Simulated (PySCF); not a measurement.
Calculation: B3LYP-D3(BJ)/def2-TZVP (PySCF). Gas-phase values, no solvent. B3LYP has the VWN-RPA correlation part, as in Gaussian. 

Reference species (SMILES): `BC#C` (neutral, multiplicity 1).

- LUMO: -2.59 eV
- dipole moment: 1.00 D
- HOMO: -7.87 eV

Changed species: `B=C=C`.

### Question
What does the change do to the LUMO, dipole moment and HOMO?

### Answer
the LUMO decreases by 0.22 eV, to -2.81 eV; the dipole moment falls by 0.34 D, to 0.66 D; the HOMO increases by 1.73 eV, to -6.14 eV.
